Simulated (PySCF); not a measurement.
Two species compared at the same levels of theory.

First species: C2H5ClO2S.
SMILES: `CCS(=O)(=O)Cl`

Second species: triethylsilane, C6H16Si.
SMILES: `CC[SiH](CC)CC`

Levels: B3LYP/def2-SVPD for dipole moment, HOMO energy, LUMO energy, HOMO–LUMO gap, static isotropic polarisability and electronic spatial extent ⟨r²⟩ about the centre of nuclear charge; TDDFT B3LYP/def2-SVPD for lowest singlet excitation; TDA B3LYP/def2-SVPD for lowest triplet excitation (Tamm–Dancoff); ΔSCF B3LYP/def2-SVPD for vertical ionisation energy; PBE0-D3(BJ)/def2-SVP for rotational constant A and rotational constant C. Geometries: PBE0-D3(BJ)/def2-SVP. Each structure is a single optimised conformer of the isolated species, non-relativistic unless stated. Electronic properties by PySCF.

Dipoles, sizes and rotational constants follow the conformer. The torsions of the flexible species, by atom-mapped SMILES:
- `[CH3:1][CH2:2][S:3](=[O:4])(=[O:5])[Cl:6]`: C1–C2–S3–O4 -48°
- `[CH3:1][CH2:2][SiH:3]([CH2:4][CH3:5])[CH2:6][CH3:7]`: C1–C2–Si3–C4 -58°, C2–Si3–C4–C5 -178°, C2–Si3–C6–C7 -56°

Problem. Which has the higher HOMO–LUMO gap?

Solution. The second: 8.14 eV against 6.60 eV, a difference of 1.54 eV.

Problem. Which of the two has the higher vertical ionisation energy, and by how much?

Solution. The first: 11.31 eV against 9.57 eV, a difference of 1.74 eV.

Problem. Which has the higher T1 energy?

Solution. The second: 7.11 eV against 4.69 eV, a difference of 2.42 eV.

Problem. Which of the two has the higher rotational constant C, and by how much?

Solution. The first: 1.715 GHz against 0.934 GHz, a difference of 0.781 GHz.

Problem. Which has the higher LUMO energy?

Solution. The second: 0.47 eV against -2.33 eV, a difference of 2.80 eV.

Problem. Which has the higher HOMO energy?

Solution. The second: -7.67 eV against -8.93 eV, a difference of 1.26 eV.

Problem. Which has the higher dipole moment?

Solution. The first: 4.29 D against 0.64 D, a difference of 3.65 D.

Problem. Which has the higher static isotropic polarisability?

Solution. The second: 102.6 au against 68.7 au, a difference of 33.9 au.

On the first: The vertical singlet–triplet gap S1 − T1 is 0.62 eV (TDDFT singlet less Tamm–Dancoff triplet; S1: HOMO→LUMO, weight 0.97; T1: HOMO→LUMO, weight 0.97). The dipole equals about 14.3 × 10⁻³⁰ C·m (1 D = 3.33564 × 10⁻³⁰ C·m).

On the second: The principal polarisabilities are 88.5, 109.6 and 109.7 au; their mean is the isotropic value. In wavenumbers S1 is 58500 cm⁻¹ (1 eV = 8065.54 cm⁻¹).
